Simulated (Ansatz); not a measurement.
Abridged output of a molecular run in Ansatz:

```
Functional definition: HF
2688 factors; integrals over basis functions are off by at most 1.4e-3 eV
mean field evaluation 1: about -37099.5015 eV, gradient 7.1e1 eV
mean field evaluation 2: about -37099.8813 eV, gradient 7.1e1 eV
mean field evaluation 4: about -37111.5154 eV, gradient 1.2e1 eV
mean field evaluation 8: about -37111.9758 eV, gradient 7.5e-1 eV
mean field evaluation 16: about -37111.9793 eV, gradient 1.5e-6 eV
mean field -37111.97928511 eV, -1363.8400833248 hartree, gradient 1.5e-6 eV, S^2 0.000000; 0 other end points of the search recorded, 0 dependent functions left out
16 core orbitals not correlated: weight in the atoms' cores, before any rotation towards them, 1.000 or more for the frozen orbitals, at most 0.000 for the correlated occupied ones
reference -37111.97928511 eV, -1363.8400833248 hartree; 38, 38 occupied and 206, 206 virtual orbitals, 2688 factors
second order -54.30868087 eV of doubles, -0.00000000 eV of singles
cycle   1  -53.69101107 eV  change    6.2e-1 eV  update   2.9e-1
cycle   2  -55.33468102 eV  change    -1.6e0 eV  update   2.0e-1
cycle   3  -55.99392576 eV  change   -6.6e-1 eV  update   6.4e-2
cycle   4  -56.07571969 eV  change   -8.2e-2 eV  update   2.5e-2
cycle   5  -56.05438623 eV  change    2.1e-2 eV  update   1.3e-2
cycle   6  -56.04787748 eV  change    6.5e-3 eV  update   6.3e-3
cycle   7  -56.04963520 eV  change   -1.8e-3 eV  update   3.5e-3
cycle   8  -56.04847071 eV  change    1.2e-3 eV  update   1.5e-3
cycle   9  -56.04829223 eV  change    1.8e-4 eV  update   7.9e-4
cycle  10  -56.04966733 eV  change   -1.4e-3 eV  update   4.1e-4
cycle  11  -56.04921063 eV  change    4.6e-4 eV  update   2.4e-4
cycle  12  -56.04883783 eV  change    3.7e-4 eV  update   1.0e-4
cycle  13  -56.04896876 eV  change   -1.3e-4 eV  update   4.5e-5
cycle  14  -56.04891027 eV  change    5.8e-5 eV  update   2.2e-5
perturbative correction -2.49294804 eV, -0.0916141507 hartree
Total energy: -37170.52114342 eV, -1365.9914569365 hartree
```

Its atoms:

Z-matrix (Å, degrees):
```
Ti
C 1 2.381
C 1 2.421 2 56.7
C 1 2.935 2 90.3 3 159.3
N 1 1.904 2 107.0 3 141.0
C 1 2.370 2 34.6 3 78.6
C 1 2.416 2 34.2 3 -36.7
O 1 1.820 2 91.5 3 -118.8
O 1 1.841 2 141.4 3 6.8
C 1 2.930 2 112.6 3 115.4
C 1 2.922 2 111.9 3 -125.4
C 1 2.393 2 57.1 3 40.9
H 1 2.427 2 161.8 3 -1.8
H 2 1.080 1 117.2 3 159.3
H 3 1.079 1 117.9 2 -159.5
H 4 1.091 1 79.9 2 68.5
H 4 1.099 1 135.3 2 174.1
H 4 1.102 1 112.1 2 -36.9
H 6 1.080 1 118.4 2 122.4
H 7 1.079 1 117.9 2 -121.3
H 10 1.100 1 134.8 2 135.4
H 10 1.102 1 112.8 2 -14.3
H 10 1.091 1 79.4 2 -119.5
H 11 1.096 1 135.4 2 -12.7
H 11 1.098 1 88.5 2 -127.6
H 11 1.097 1 105.2 2 124.0
H 12 1.080 1 117.4 2 159.8
```

Q: Which basis set was used?
A. def2-TZVPP
B. def2-SVP
C. cc-pV(T+d)Z
D. def2-QZVPP

A: B. It gives 260 functions.

Q: Write the keys of the input that set method, charge and spin (a neutral closed shell needs none for the last two).

A: 
```yaml
correlation: {method: ccsd_t}
```
